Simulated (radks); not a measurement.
The numbers below are computed, except where a source is named.
Question: The mean radii <r> (bohr) of the occupied orbitals of an atom or ion are listed with their occupations. Level of theory: scalar-relativistic Kohn-Sham, BLYP, spin-polarised, spherical densities, finite nucleus; Fermi nuclear charge, rms radius of each element as measured or else 0.836 A^(1/3) + 0.57 fm (a radial shooting solver on a logarithmic mesh with Libxc functionals).

orbital  occ.      <r>
1s up       1  0.01802
1s down     1  0.01803
2s up       1  0.07511
2s down     1  0.07510
2p up       3  0.06709
2p down     3  0.06707
3s up       1   0.1796

Name the element and its charge. Open shells, if any, are filled with parallel spins first.

Answer: Z = 75, rhenium, charge +64: Re64+ in [Ne] 3s1. The 1s radius gives Z: for a bare nucleus <r> = (2 gamma + 1)/(2Z) with gamma = sqrt(1 - (Z/c)^2), 0.01783 bohr for Z = 75, and screening makes it slightly larger (0.01802 here). The occupations add up to 11, and the charge is Z minus that.
